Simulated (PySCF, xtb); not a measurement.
Mo(NH)(S)(Me)(SH) (CH5MoNS2), SMILES [CH3][Mo](=[NH])(=[S])[SH], multiplicity 1.

GFN2-xTB (xtb) at its own geometry gives an orbital gap of 1.79 eV and a dipole moment of 4.54 D.

Coordinates come from a B3LYP-D3(BJ)/def2-SVP optimisation. The spin state was assumed, not searched. The structure was generated by enumeration; whether it is a known compound was not checked. The def2 effective core potentials stand for the cores of Mo; spin–orbit coupling is left out. The values are those of a single conformer.

Q: What does CAM-B3LYP/def2-TZVP in PySCF give? (An estimate is asked for; the answer gives what the named calculation found.)

A: gap 6.99 eV (levels -8.87 and -1.88 eV), dipole 2.34 D.
